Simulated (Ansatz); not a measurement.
Ansatz (a program for electronic structure) job for CH₆BNO₂, SMILES COB(O)N, PBE/def2-SVPD. Geometry optimised at PBE0-D3(BJ)/def2-SVP. Other conformers were not sampled.

Ansatz 0.2 input:
```yaml
crystal:
  periodic: [false, false, false]
  atoms:
    - {symbol: B, position_ang: [-0.05933260, -0.52133871, -0.00000000]}
    - {symbol: O, position_ang: [-0.85599818, -1.63590156, -0.00000000]}
    - {symbol: H, position_ang: [-0.35970620, -2.45644819, -0.00000000]}
    - {symbol: O, position_ang: [-0.73162205, 0.67135312, 0.00000000]}
    - {symbol: C, position_ang: [-0.05917164, 1.88895916, 0.00000000]}
    - {symbol: H, position_ang: [0.57901223, 2.01745708, -0.89530747]}
    - {symbol: H, position_ang: [-0.79883769, 2.70346800, 0.00000000]}
    - {symbol: H, position_ang: [0.57901223, 2.01745708, 0.89530747]}
    - {symbol: N, position_ang: [1.36011054, -0.58345073, -0.00000000]}
    - {symbol: H, position_ang: [1.94773858, 0.23707368, 0.00000000]}
    - {symbol: H, position_ang: [1.88466174, -1.44552646, -0.00000000]}
basis:
  gaussian:
    orbitals: def2-SVPD
hamiltonian:
  xc: {name: PBE}
```

Output:

```
WARN ansatz: RAYON_NUM_THREADS=1 ignored (pool sized by the plan → 1); use --threads N
Functional definition: PBE
integrals: 0.07 GiB planned
1257 factors; their error is unknown
mean field: 0.57 GiB planned
mean field evaluation 1: about -7369.9802 eV, gradient 8.9e1 eV
mean field evaluation 2: about -7325.7143 eV, gradient 1.7e2 eV
mean field evaluation 4: about -7384.8471 eV, gradient 1.6e1 eV
mean field evaluation 8: about -7385.3163 eV, gradient 2.0e-1 eV
mean field evaluation 16: about -7385.2601 eV, gradient 1.2e-4 eV
mean field -7385.26008915 eV, -271.4033023670 hartree, gradient 3.7e-5 eV, S^2 0.000000; 0 other end points of the search recorded, 0 dependent functions left out
reference -7385.26013420 eV, -271.4033040227 hartree; 20, 20 occupied and 134, 134 virtual orbitals, 1257 factors
Total energy: -7385.26013420 eV, -271.4033040227 hartree
```

Self-consistency was reached.
